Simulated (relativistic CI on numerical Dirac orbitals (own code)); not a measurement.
**Sensitivity of the levels of Sb XXXVII to α and to the nuclear radius**

Method of calculation: Dirac-Coulomb-Breit CI, separate exchange-only KLI orbitals for each configuration, derivatives by finite differences, unscaled Slater integrals, QED left out (own radial code, finite nucleus).

Configurations in the expansion (outside the closed core [Ne]): 3s²3p³, 3s3p⁴, 3s²3p²3d, 3p⁵, 3s3p³3d, 3p⁴3d, 3s²3p3d², 3s²3d³, 3s3p3d³, 3p³3d², 3p²3d³. Double excitations out of closed p, d and f shells are left out; levels of such configurations are missing from the list, as are those of other unlisted configurations, and high levels can miss mixing partners.

With x = (α/α₀)² − 1 an excitation energy changes as ω = ω₀ + qx; K = 2q/ω₀ is the relative enhancement. Terms are leading LS components, so labels can repeat. The field-shift factor is F = δν/δ⟨r²⟩ for the transition from the lowest level.

Lowest level 3s²3p³ ²P°3/2.

| Level | ω₀ (cm⁻¹) | q (cm⁻¹) | F (GHz/fm²) |
| --- | --- | --- | --- |
| 3s²3p³ ⁴S°3/2 | 426029 | 520700 | -14.9 |
| 3s²3p³ ²D°5/2 | 488938 | 524200 | -15.1 |
| 3s²3p³ ²P°1/2 | 564625 | 528500 | -17 |
| 3s²3p³ ²P°3/2 | 997998 | 1.057e+06 | -36.4 |
| 3s²3p²3d ⁴F3/2 | 1150359 | 67200 | -38.3 |
| 3s3p⁴ ⁴P5/2 | 1203079 | 500500 | -462 |
| 3s²3p²3d ⁴F5/2 | 1365772 | 279400 | -124 |
| 3s3p⁴ ²S1/2 | 1404069 | 645800 | -557 |
| 3s3p⁴ ⁴P3/2 | 1409608 | 602800 | -462 |
| 3s²3p²3d ²F5/2 | 1588603 | 554700 | -20.5 |
| 3s²3p²3d ⁴D3/2 | 1593366 | 585100 | -73.4 |
| 3s²3p²3d ⁴D1/2 | 1599438 | 566500 | -32.1 |
| 3s3p⁴ ⁴P3/2 | 1644051 | 898000 | -331 |

At this charge energies of transitions that change n are usually good to better than 1 %, and those within a shell (Δn = 0) to a few per cent.

Which transition from the lowest level has the largest |K|?

3s²3p³ ⁴S°3/2 at 426029 cm⁻¹, K = 2.44.
